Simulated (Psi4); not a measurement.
Psi4 input (wB97X-D/6-311+G**):

```
memory 1500 MB

molecule {
-1 1
N    -0.27013200    1.56882200   -0.93047500
Si    1.00274500    0.52191000   -0.70220600
Si   -0.09930800   -1.11153300    0.60813700
N    -1.53466000   -0.24798500    1.10729900
H    -0.08770000    2.43714800   -1.42390200
H     2.26178500    0.95442400    0.04459000
H     1.65853200   -0.20684400   -1.87256300
H     0.61822900   -1.65309400    1.81530400
H    -0.46232200   -2.38336400   -0.11941300
H    -1.58408400    0.59532300    0.52326700
H    -2.41902800   -0.73473400    1.11191900
symmetry c1
no_reorient
no_com
}

set {
  basis 6-311+G**
  reference rks
  scf_type df
  df_basis_scf def2-universal-jkfit
  dft_radial_points 99
  dft_spherical_points 590
  e_convergence 1e-8
  d_convergence 1e-7
  maxiter 150
}

e = energy('wb97x-d')
print_out(f'\nFINAL {e:.10f} DIPOLE {variable("CURRENT DIPOLE")[0]:.6f} {variable("CURRENT DIPOLE")[1]:.6f} {variable("CURRENT DIPOLE")[2]:.6f}\n')
```

Output:

```
   => Loading Basis Set <=

    Name: 6-311+G**
    Role: ORBITAL
    Keyword: BASIS
    atoms 1, 4 entry N          line   150 file 6-311pgss.gbs
    atoms 2-3  entry SI         line   351 file 6-311pgss.gbs
    atoms 5-11 entry H          line    42 file 6-311pgss.gbs

   => WB97X-D: Empirical Dispersion <=

    Chai and Head-Gordon Dispersion Correction
    Chai, J.-D.; Head-Gordon, M. (2010), J. Chem. Phys., 132: 6615-6620

        s6 =       1.000000

         ---------------------------------------------------------
                                   SCF
               by Justin Turney, Rob Parrish, Andy Simmonett
                          and Daniel G. A. Smith
                              RKS Reference
         ---------------------------------------------------------

  ==> Geometry <==

    Molecular point group: c1
    Full point group: C1

    Geometry (in Angstrom), charge = -1, multiplicity = 1:

       Center              X                  Y                   Z               Mass
    ------------   -----------------  -----------------  -----------------  -----------------
         N           -0.270132000000     1.568822000000    -0.930475000000    14.003074004430
         SI           1.002745000000     0.521910000000    -0.702206000000    27.976926534650
         SI          -0.099308000000    -1.111533000000     0.608137000000    27.976926534650
         N           -1.534660000000    -0.247985000000     1.107299000000    14.003074004430
         H           -0.087700000000     2.437148000000    -1.423902000000     1.007825032230
         H            2.261785000000     0.954424000000     0.044590000000     1.007825032230
         H            1.658532000000    -0.206844000000    -1.872563000000     1.007825032230
         H            0.618229000000    -1.653094000000     1.815304000000     1.007825032230
         H           -0.462322000000    -2.383364000000    -0.119413000000     1.007825032230
         H           -1.584084000000     0.595323000000     0.523267000000     1.007825032230
         H           -2.419028000000    -0.734734000000     1.111919000000     1.007825032230

  Running in c1 symmetry.

  Rotational constants: A =      0.23298  B =      0.09841  C =      0.07313 [cm^-1]
  Rotational constants: A =   6984.50116  B =   2950.36295  C =   2192.40903 [MHz]
  Nuclear repulsion =  217.389455642570397

  Charge       = -1
  Multiplicity = 1
  Electrons    = 50
  Nalpha       = 25
  Nbeta        = 25

  ==> Algorithm <==

  SCF Algorithm Type is DF.
  DIIS enabled.
  MOM disabled.
  Fractional occupation disabled.
  Guess Type is SAD.
  Energy threshold   = 1.00e-08
  Density threshold  = 1.00e-07
  Integral threshold = 1.00e-12

  ==> Primary Basis <==

  Basis Set: 6-311+G**
    Blend: 6-311+G**
    Number of shells: 76
    Number of basis functions: 146
    Number of Cartesian functions: 150
    Spherical Harmonics?: true
    Max angular momentum: 2

  ==> DFT Potential <==

   => LibXC <=

    Version 7.1.2
    S. Lehtola, C. Steigemann, M. J. T. Oliveira, and M. A. L. Marques,  SoftwareX 7, 1–5 (2018) (10.1016/j.softx.2017.11.002)

   => Composite Functional: WB97X-D <=

    wB97X-D Hyb-GGA Exchange-Correlation Functional

    J.-D. Chai and M. Head-Gordon,  Phys. Chem. Chem. Phys. 10, 6615–6620 (2008) (10.1039/B810189B)

    Deriv               =              1
    GGA                 =           TRUE
    Meta                =          FALSE

    Exchange Hybrid     =           TRUE
    MP2 Hybrid          =          FALSE

   => Exchange-Correlation Functionals <=

    1.0000   wB97X-D range-separated functional

   => Exact (HF) Exchange <=

    0.7780            HF,LR [omega = 0.2000]
    0.2220               HF

   => LibXC Density Thresholds  <==

    XC_HYB_GGA_XC_WB97X_D:  1.00E-14

   => Molecular Quadrature <=

    Radial Scheme          =       TREUTLER
    Pruning Scheme         =           NONE
    Nuclear Scheme         =       TREUTLER

    Blocking Scheme        =         OCTREE
    BS radius alpha        =              1
    Pruning alpha          =              1
    Radial Points          =             99
    Spherical Points       =            590
    Total Points           =         610441
    Total Blocks           =           4298
    Max Points             =            256
    Max Functions          =            138
    Weights Tolerance      =       1.00E-15

   => Loading Basis Set <=

    Name: DEF2-UNIVERSAL-JKFIT
    Role: JKFIT
    Keyword: DF_BASIS_SCF
    atoms 1, 4 entry N          line   258 file def2-universal-jkfit.gbs
    atoms 2-3  entry SI         line   737 file def2-universal-jkfit.gbs
    atoms 5-11 entry H          line    18 file def2-universal-jkfit.gbs

  ==> Integral Setup <==

  SCF_SUBTYPE=INCORE selected. In-core MEM_DF algorithm will be used.
  Using in-core AOs.

  ==> MemDFJK: Density-Fitted J/K Matrices <==

    J tasked:                   Yes
    K tasked:                   Yes
    wK tasked:                  Yes
    Omega:                2.000E-01
    Algorithm:                 Core
    Schwarz Cutoff:           1E-12
    Mask sparsity (%):       4.3723
    Fitting Condition:        1E-10

   => Auxiliary Basis Set <=

  Basis Set: DEF2-UNIVERSAL-JKFIT
    Blend: DEF2-UNIVERSAL-JKFIT
    Number of shells: 168
    Number of basis functions: 536
    Number of Cartesian functions: 636
    Spherical Harmonics?: true
    Max angular momentum: 4

  Cached 33.3% of DFT collocation blocks in 0.587 [GiB].

  Minimum eigenvalue in the overlap matrix is 3.8552253381E-04.
  Reciprocal condition number of the overlap matrix is 4.3618314623E-05.
    Using symmetric orthogonalization.

  ==> Pre-Iterations <==

  SCF Guess: Superposition of Atomic Densities via on-the-fly atomic UHF (no occupation information).

   -------------------------
    Irrep   Nso     Nmo
   -------------------------
     A        146     146
   -------------------------
    Total     146     146
   -------------------------

  ==> Iterations <==

                           Total Energy        Delta E     RMS |[F,P]|

   @DF-RKS iter SAD:  -691.80964024523598   -6.91810e+02   0.00000e+00
   @DF-RKS iter   1:  -692.16018585028166   -3.50546e-01   8.05099e-03 ADIIS/DIIS
   @DF-RKS iter   2:  -688.80248133831856    3.35770e+00   1.38489e-02 ADIIS/DIIS
   @DF-RKS iter   3:  -692.59962890563258   -3.79715e+00   3.43941e-03 ADIIS/DIIS
   @DF-RKS iter   4:  -692.73113114470380   -1.31502e-01   1.32742e-03 ADIIS/DIIS
   @DF-RKS iter   5:  -692.74876142943572   -1.76303e-02   3.47295e-04 ADIIS/DIIS
   @DF-RKS iter   6:  -692.75012218214533   -1.36075e-03   1.23706e-04 ADIIS/DIIS
   @DF-RKS iter   7:  -692.75027087491071   -1.48693e-04   4.20792e-05 DIIS
   @DF-RKS iter   8:  -692.75029185236781   -2.09775e-05   1.40921e-05 DIIS
   @DF-RKS iter   9:  -692.75029470573190   -2.85336e-06   3.05334e-06 DIIS
   @DF-RKS iter  10:  -692.75029488093571   -1.75204e-07   5.73173e-07 DIIS
   @DF-RKS iter  11:  -692.75029488969994   -8.76423e-09   2.05247e-07 DIIS
   @DF-RKS iter  12:  -692.75029489052156   -8.21615e-10   4.46241e-08 DIIS
  Energy and wave function converged.

  ==> Post-Iterations <==

   Electrons on quadrature grid:
      Ntotal   =   50.0000007956 ; deviation = 7.956e-07

    Orbital Energies [Eh]
    ---------------------

    Doubly Occupied:

       1A    -66.083125     2A    -66.056664     3A    -14.239478
       4A    -14.162180     5A     -5.217364     6A     -5.189708
       7A     -3.562115     8A     -3.561511     9A     -3.560385
      10A     -3.535144    11A     -3.534037    12A     -3.532286
      13A     -0.775995    14A     -0.668942    15A     -0.466431
      16A     -0.407921    17A     -0.395837    18A     -0.304739
      19A     -0.293496    20A     -0.270692    21A     -0.235123
      22A     -0.190839    23A     -0.169464    24A     -0.131496
      25A     -0.099081

    Virtual:

      26A      0.172366    27A      0.180886    28A      0.184732
      29A      0.203610    30A      0.206934    31A      0.220299
      32A      0.222659    33A      0.258081    34A      0.266737
      35A      0.273509    36A      0.287962    37A      0.291133
      38A      0.319918    39A      0.329657    40A      0.340292
      41A      0.345985    42A      0.355371    43A      0.376990
      44A      0.384833    45A      0.389225    46A      0.397548
      47A      0.404944    48A      0.423890    49A      0.436819
      50A      0.475443    51A      0.479815    52A      0.481261
      53A      0.498700    54A      0.508162    55A      0.539781
      56A      0.557020    57A      0.602731    58A      0.609832
      59A      0.630546    60A      0.662218    61A      0.700376
      62A      0.746033    63A      0.750137    64A      0.779944
      65A      0.803520    66A      0.854780    67A      0.869191
      68A      0.892651    69A      0.922835    70A      0.937584
      71A      1.006454    72A      1.047254    73A      1.057409
      74A      1.074494    75A      1.092716    76A      1.100716
      77A      1.135485    78A      1.144325    79A      1.151686
      80A      1.190568    81A      1.207116    82A      1.294356
      83A      1.376166    84A      1.422269    85A      1.438364
      86A      1.485351    87A      1.501471    88A      1.537153
      89A      1.569492    90A      1.591318    91A      1.618321
      92A      1.625219    93A      1.642575    94A      1.697355
      95A      1.716885    96A      1.747627    97A      1.776292
      98A      1.796262    99A      1.825275   100A      1.867168
     101A      1.895366   102A      1.937888   103A      1.976245
     104A      2.091681   105A      2.180682   106A      2.200456
     107A      2.250786   108A      2.274845   109A      2.291846
     110A      2.307054   111A      2.342841   112A      2.472500
     113A      2.618670   114A      2.693779   115A      2.698414
     116A      2.745690   117A      2.785625   118A      2.824344
     119A      2.866200   120A      2.900882   121A      2.928242
     122A      2.955854   123A      2.979051   124A      3.026036
     125A      3.053726   126A      3.212751   127A      3.305368
     128A      3.376094   129A      4.160370   130A      4.203903
     131A      4.343947   132A      4.517568   133A      4.805519
     134A      4.982724   135A      5.963261   136A      5.998196
     137A     11.675822   138A     11.698973   139A     11.719222
     140A     11.752320   141A     11.775044   142A     11.871139
     143A     35.833589   144A     35.852089   145A    141.476203
     146A    141.521608

    Final Occupation by Irrep:
              A
    DOCC [    25 ]
    NA   [    25 ]
    NB   [    25 ]

  @DF-RKS Final Energy:  -692.75029489052156

   => Energetics <=

    Nuclear Repulsion Energy =            217.3894556425703968
    One-Electron Energy =               -1398.4693501544645642
    Two-Electron Energy =                 530.0480050973422976
    DFT Exchange-Correlation Energy =     -41.7144534536757732
    Empirical Dispersion Energy =          -0.0039520222940514
    VV10 Nonlocal Energy =                  0.0000000000000000
    Total Energy =                       -692.7502948905215590

Computation Completed

Properties will be evaluated at   0.000000,   0.000000,   0.000000 [a0]

Properties computed using the SCF density matrix

 Multipole Moments:

 ------------------------------------------------------------------------------------
     Multipole            Electronic (a.u.)      Nuclear  (a.u.)        Total (a.u.)
 ------------------------------------------------------------------------------------

 L = 1.  Multiply by 2.5417464519 to convert [e a0] to [Debye]
 Dipole X            :         -0.2203351           -0.0000265           -0.2203616
 Dipole Y            :         -0.8855373           -0.0000076           -0.8855449
 Dipole Z            :          0.3175150            0.0000076            0.3175225
 Magnitude           :                                                    0.9662140

 ------------------------------------------------------------------------------------

FINAL -692.7502948905 DIPOLE -0.220362 -0.885545 0.317523

*** Psi4 exiting successfully. Buy a developer a beer!
```

The dipole moment of an ion depends on the origin.

The geometry given is a B3LYP-D3(BJ)/def2-TZVP minimum.
